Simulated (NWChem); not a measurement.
## Correlation energy of ClGe

```xyz
2

Ge     0.0000     0.0000     0.7648
Cl     0.0000     0.0000    -1.4397
```
Charge 0, spin multiplicity 2.

Everything below was run with NWChem. All single points use one geometry, from UB3LYP/def2-SVP, a minimum by its harmonic frequencies.

Basis set: 6-311G**. Each correlation energy counts from its own Hartree-Fock reference.

The Hamiltonian is non-relativistic. The correlated methods keep 14 core orbitals frozen. The Pople sets run with spherical d functions. This spin state was chosen for the runs; another may lie lower. The structure started from a generated list of species. The unpaired electrons of the parent sit in orbitals of symmetry b2 (C2v labels of the run); other states weren't searched. No SCF solution was tested for a lower state. Open-shell Hartree-Fock references start from PBE0 orbitals. No row is a measurement; the coupled-cluster row has its own basis-set and correlation limits.

Problem. One of these methods gave a correlation energy of -354.5 mHa. Which?
A. CCSD on UHF
B. CCSD on ROHF
C. UMP2
D. CCSD[T] on UHF

Solution. A, CCSD on UHF. The others give -358.3 (CCSD on ROHF), -341.2 (UMP2), -366.5 (CCSD[T] on UHF).
